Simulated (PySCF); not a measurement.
Predicted microwave data (PySCF 2.14.0, PBE0-D3(BJ)/def2-SVP geometry optimisation, gas phase) for one isomer of C9H9Cl:

```
Rotational constants : A = 3579, B = 556.1, C = 488.2 MHz
Dipole components    : |μa| = 1.67 D, |μb| = 0.29 D, |μc| = 0.09 D
Inertial defect      : -14.75 u·Å²
κ                    : -0.96
```

Question: Which structure is it? (One computed conformer of each.)
A. `CC#C[C@]1(Cl)C=CC=C1C`
B. `[CH2:1]=[CH:2][CH2:3][c:4]1[cH:5][cH:6][c:7]([Cl:8])[cH:9][cH:10]1` with C1–C2–C3–C4 -119°, C2–C3–C4–C5 46°
C. `[CH2:1]=[C:2]([CH3:3])[c:4]1[cH:5][cH:6][c:7]([Cl:8])[cH:9][cH:10]1` with C1–C2–C4–C5 -155°
D. `[CH2:1]=[CH:2][C:3]1=[CH:4][CH:5]=[C:6]([Cl:7])[CH:8]=[CH:9][CH2:10]1` with C1–C2–C3–C4 177°, C3–C4–C5–C6 31°, C5–C6–C8–C9 -33°, C8–C9–C10–C3 71°, C2–C3–C10–C9 112°
E. `[Cl:1][c:2]1[cH:3][cH:4][c:5]([CH:6]2[CH2:7][CH2:8]2)[cH:9][cH:10]1` with C4–C5–C6–C7 144° (1-chloro-4-cyclopropylbenzene)

Answer: C. It is C=C(C)c1ccc(Cl)cc1, a near-prolate asymmetric top. The candidates at the same level (rigid rotor, commonest isotopes):

```json
{"SMILES": "CC#C[C@]1(Cl)C=CC=C1C", "A (MHz)": "1444", "B (MHz)": "836.4", "C (MHz)": "778.7", "μa (D)": "1.22", "μb (D)": "1.84", "μc (D)": "0.24", "Δ (u·Å²)": "-305.28", "point group": "C1", "rotor": "asymmetric top"}
{"SMILES": "Clc1ccc(C2CC2)cc1", "A (MHz)": "4069", "B (MHz)": "533.6", "C (MHz)": "489.9", "μa (D)": "2.22", "μb (D)": "0.21", "μc (D)": "0.00", "Δ (u·Å²)": "-39.68", "point group": "Cs", "rotor": "near-prolate asymmetric top"}
{"SMILES": "C=CC1=CC=C(Cl)C=CC1", "A (MHz)": "3300", "B (MHz)": "604.7", "C (MHz)": "531.5", "μa (D)": "1.78", "μb (D)": "0.26", "μc (D)": "0.18", "Δ (u·Å²)": "-38.01", "point group": "C1", "rotor": "near-prolate asymmetric top"}
{"SMILES": "C=C(C)c1ccc(Cl)cc1", "A (MHz)": "3579", "B (MHz)": "556.1", "C (MHz)": "488.2", "μa (D)": "1.67", "μb (D)": "0.29", "μc (D)": "0.09", "Δ (u·Å²)": "-14.75", "point group": "–", "rotor": "near-prolate asymmetric top"}
{"SMILES": "C=CCc1ccc(Cl)cc1", "A (MHz)": "3753", "B (MHz)": "501.6", "C (MHz)": "452.6", "μa (D)": "1.73", "μb (D)": "0.44", "μc (D)": "0.12", "Δ (u·Å²)": "-25.45", "point group": "C1", "rotor": "near-prolate asymmetric top"}
```

`CC#C[C@]1(Cl)C=CC=C1C` has A 60 % too low; `C=CCc1ccc(Cl)cc1` has B 10 % too low; `Clc1ccc(C2CC2)cc1` has A 14 % too high; `C=CC1=CC=C(Cl)C=CC1` has C 9 % too high. No structure here is proved a minimum.
